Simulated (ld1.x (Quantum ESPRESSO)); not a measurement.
## u(r) = r·R(r): atom against pseudo-atom (O (Z = 8))

Columns: radius, all-electron u(r) and pseudo u(r) of the 2s shell (level -58.02 eV) of oxygen in the configuration [He] 2s2 2p2; LDA (PZ), scalar-relativistic, PAW scheme, ld1.x (Quantum ESPRESSO) 7.5.

```
r (bohr)  all-electron   pseudo
   0.057        0.3946  -0.0629
   0.115        0.4606  -0.1303
   0.172        0.3552  -0.2028
   0.230        0.1682  -0.2846
   0.288       -0.0455  -0.3748
   0.345       -0.2519  -0.4702
   0.402       -0.4395  -0.5695
   0.460       -0.6035  -0.6703
   0.518       -0.7379  -0.7660
   0.575       -0.8415  -0.8502
   0.632       -0.9186  -0.9200
   0.690       -0.9729  -0.9729
   0.747       -1.0055  -1.0055
   0.805       -1.0207  -1.0207
   0.862       -1.0209  -1.0209
   0.920       -1.0089  -1.0089
   0.977       -0.9876  -0.9876
   1.035       -0.9584  -0.9584
   1.092       -0.9240  -0.9240
   1.150       -0.8849  -0.8849
   1.208       -0.8429  -0.8429
   1.265       -0.7999  -0.7999
   1.322       -0.7561  -0.7561
   1.380       -0.7113  -0.7113
   1.438       -0.6671  -0.6671
   1.495       -0.6244  -0.6244
```

(1) How many radial nodes do the two functions have?

(2) At about which radius was the pseudo-wave matched?

(3) Is the pseudo-wave norm-conserving?

Results:

(1) The all-electron 2s function has n − l − 1 = 1; the pseudo-wave has 0, since the states of the same l below it are removed with the core.

(2) 0.70 bohr, where the columns begin to agree (steps of 0.06 bohr).

(3) No, it belongs to a PAW set: the norm inside the radius is not constrained, and the difference is carried by the augmentation charge.
